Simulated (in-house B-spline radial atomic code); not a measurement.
RPA and G0W0 on r2SCAN: the zinc ion Zn²⁺

Configuration [Ar] 3d10, mean-field start r2SCAN. Computed with an all-electron radial atomic-structure program (B-spline basis): all electrons, scalar-relativistic (spin-free one-electron X2C), finite nucleus, each spin shell either full or empty, empty states to l = 9 with an (l + 1/2)⁻⁴ tail; G0W0 by contour deformation at full frequency.

Command:
```bash
python run_gw.py task.json out
```
Settings (radii: box in bohr, nucleus in fm):
```
Z                        30
electrons                28
configuration            [Ar] 3d10
hamiltonian              x2c
method                   r2scan
lmax                     9
rms_radius               3.9283
spin_polarised           False
box_radius               17.55
intervals                70
```

Time taken, with all properties: 2.7 s on 1 thread of Arm Neoverse N1 (shared host).

Energies (hartree):

```
                                     term        value
                         mean-field total  -1794.91668
Hartree-Fock functional on these orbitals  -1793.39458
                      direct second order      -2.6005
                    second-order exchange      0.73974
                         SOSEX correction      0.66065
```

Task: What is the RPA correlation energy, and what remains with SOSEX?

Result: RPA gives -2.1317 hartree (-2.07 eV per electron); RPA + SOSEX gives -1.471, and the second-order doubles -1.8608 hartree (no singles). RPA lacks exchange-type terms and so overcorrelates at short range.

Quasi-particle levels (eV):

```
level  occupied  mean field  Σx - vxc     Σc  QP weight     G0W0
   3d       yes      -31.04    -11.39      ?          ?        ?
   4s        no     -22.150      5.66  -1.56      0.970  -18.056
```

G0W0 = mean field + (Σx - vxc) + Σc, with Σc (partial-wave tail included) taken at the quasi-particle energy. Only the outer levels were computed. Levels of low weight are left out.

Task: Where does G0W0 put 3d?

Result: At -39.40 eV, with Σc = 3.04 eV and a quasi-particle weight of 0.869. The tabulated removal energy is 39.723 eV (NIST, measured); the calculation leaves out spin-orbit coupling, Breit and QED terms, and what these don't explain is the method's own error.
